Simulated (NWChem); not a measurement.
Species: BeH2S; SMILES [BeH][SH]

Computed with NWChem. Geometry: optimised at PBE0/def2-SVP.

Problem. Predict the results for RPBE/def2-SVP. Quantities: highest occupied level (eV); orbital gap (eV); dipole (D).

Solution. 
```
Property                     Value
---------------------------  -----
highest occupied level (eV)  -6.54
orbital gap (eV)              4.89
dipole (D)                    0.90
```
